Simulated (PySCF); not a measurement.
**Cobalt: a sound run and one with changed settings**

Sound run: Co²⁺ [Ar] 3d7, Co³⁺ [Ar] 3d6. Computed with PySCF 2.14 in x2c-SVPall, with scalar relativity by spin-free X2C-1e. The sound run starts from symmetry-adapted Hartree-Fock orbitals and uses a fine grid where one is needed.

Changed run: 14 angular points. This setting is unsound on purpose.

```csv
species,method,sound run (hartree),changed run (hartree),converged
Co²⁺,UHF,-1390.81514,-1390.81514,yes
Co²⁺,M06-L,-1392.01064,-1391.98127,yes
Co²⁺,B3LYP,-1392.10592,-1392.09251,yes
Co³⁺,UHF,-1389.65902,-1389.65902,yes
Co³⁺,M06-L,-1390.77341,-1390.77572,yes
Co³⁺,B3LYP,-1390.84078,-1390.83122,yes
```

Ionisation energy of Co²⁺:

```tsv
method	sound run (eV)	changed run (eV)
UHF	31.460	31.460
M06-L	33.667	32.805
B3LYP	34.426	34.321
```

A coarse angular grid integrates products of high-l functions wrongly, so density functionals can shift, and the SCF can exploit the error; Hartree-Fock and MP2 need no grid.

For comparison, NIST gives 33.5 ± 0.06 eV between the lowest levels.
